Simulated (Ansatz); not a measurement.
Two isomers of BFH4OSSi: A = `F[SiH2]OBS`, B = `O[SiH2]SBF`.

Gas-phase electronic energies from Ansatz, PBE0-D4/def2-TZVP geometries. CCSD(T)/CBS is the MP2 limit (def2-TZVPP, def2-QZVPP) plus CCSD(T) − MP2 in def2-TZVPP, frozen cores. DFT in def2-TZVPP. B3LYP here is the variant with VWN-RPA as its local correlation; programs differ in this. One conformer a species, not always the lowest.

Problem. Which isomer does CCSD(T)/CBS put lower? Give the gap. (Best estimate.)

Solution. Ansatz gave: A, by 79.0 kJ/mol.

Problem. Give E(B) − E(A) in kJ/mol with MP2/def2-TZVPP, CCSD/def2-TZVPP, B3LYP-D4, PBE-D4, r2SCAN-D4, PBE0-D4, ωB97M-V. (Best estimate.)

Solution. Ansatz gave: MP2/def2-TZVPP 76.5, CCSD/def2-TZVPP 82.7, B3LYP-D4 82.0, PBE-D4 63.0, r2SCAN-D4 73.5, PBE0-D4 67.5, ωB97M-V 76.1. None reverses the order clearly.

Largest T1 diagnostic: 0.013.

In def2-TZVPP, CCSD(T) changes the Hartree–Fock value by −15.8 kJ/mol (the triples alone add −3.4 kJ/mol) and MP2 by −18.5 kJ/mol. From PBE to PBE0 (25 % exact exchange), in def2-TZVPP and without D4, E(B) − E(A) moves by +4.4 kJ/mol.
